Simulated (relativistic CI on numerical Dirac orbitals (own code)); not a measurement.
**Pd³⁺: 4d valence photoemission**

Computed with this model: Dirac-Coulomb-Breit CI, separate exchange-only KLI orbitals for each configuration, model QED (radiative potential, 1s self-energy scaled to tabulated hydrogen-like ionisation energies), multiplet model of photoemission in the sudden approximation, unscaled Slater integrals; configurations [Kr] 4d7 → [Kr] 4d6; 80 K; Lorentzian 0.21 eV and Gaussian 0.5 eV FWHM. Energies are those of the free ion, without screening or charge transfer. The energies are binding energies and can lie tens of eV above those of solids. S is read from ⟨S²⟩ = S(S + 1).

Field parameters in Wybourne normalisation: Oh B⁴₀ = 21Dq, B⁴₄ = √(5/14) B⁴₀. The field is a parameter set, without covalency.

Peaks in eV (height, largest 100): 45.2 (43), 48.4 (94), 49.3 (100), 51.3 (31).

(1) Which surroundings give this spectrum?
A. Oh, 10Dq = 6000 cm⁻¹
B. free ion
C. Oh, 10Dq = 27050 cm⁻¹
D. Oh, 10Dq = 37550 cm⁻¹

## Answers

(1) D. Oh, 10Dq = 37550 cm⁻¹, where the ground state has S = 0.52.
